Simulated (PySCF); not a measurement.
HCeN: from structure and modes to constants

Level of theory: PBE0 in PySCF with Ce def2-TZVP with ECP28, N def2-TZVP, H def2-TZVP; scalar-relativistic core potentials, no spin–orbit coupling; density-fitted integrals.

The singlet minimum has Cs symmetry. Masses (u): Ce 139.90544, N 14.00307, H 1.00782.

```xyz
3
charge 0 multiplicity 1, angstrom
Ce    0.1234    0.0000   -0.0864
N    -1.3756    0.0000    0.6911
H     2.0286    0.0000    0.7995
```

Harmonic wavenumbers (cm⁻¹): 151.4 (a', ×1), 1062.9 (a', ×1), 1289.0 (a', ×1).

**Question.** Find the principal moments of inertia and the rotational constants. What kind of rotor is it?

**Answer.** About the centre of mass I = 2.6112, 38.524, 41.135 u Å². With B = 16.8576/I this gives 6.456, 0.4376, 0.4098 cm⁻¹. The molecule is an asymmetric top with κ = -0.99.

**Question.** What is the harmonic zero-point energy?

**Answer.** Half the sum of all 3 wavenumbers, 2503/2 = 1252 cm⁻¹, which is 15.0 kJ/mol (1 cm⁻¹ = 0.0119627 kJ/mol).

**Question.** Find the vibrational entropy and heat capacity at 298.15 K.

**Answer.** With u = 1.43878 ω/T, each mode gives S = R[u/(eᵘ−1) − ln(1−e⁻ᵘ)] and C = R u² eᵘ/(eᵘ−1)².
| ω (cm⁻¹) | u | S (J/(mol K)) | C (J/(mol K)) |
| --- | --- | --- | --- |
| 151.4 | 0.730 | 11.11 | 7.95 |
| 1062.9 | 5.129 | 0.30 | 1.31 |
| 1289.0 | 6.220 | 0.12 | 0.64 |
The sums over all modes are S = 11.5 and C = 9.9 J/(mol K); the softest mode gives 96 % of the entropy.

**Question.** Give the standard entropy (298.15 K, 1 bar) by its translational, rotational, vibrational and spin parts, and Cp.

**Answer.** Sackur–Tetrode with M = 154.92 u gives 171.7; rotation with symmetry number 1 gives 83.1; vibration 11.5; spin R ln 1 = 0.0. The total is 266.4 J/(mol K), and Cp = 4 R + 9.9 = 43.2 J/(mol K).

This need not be the most stable arrangement of these atoms.
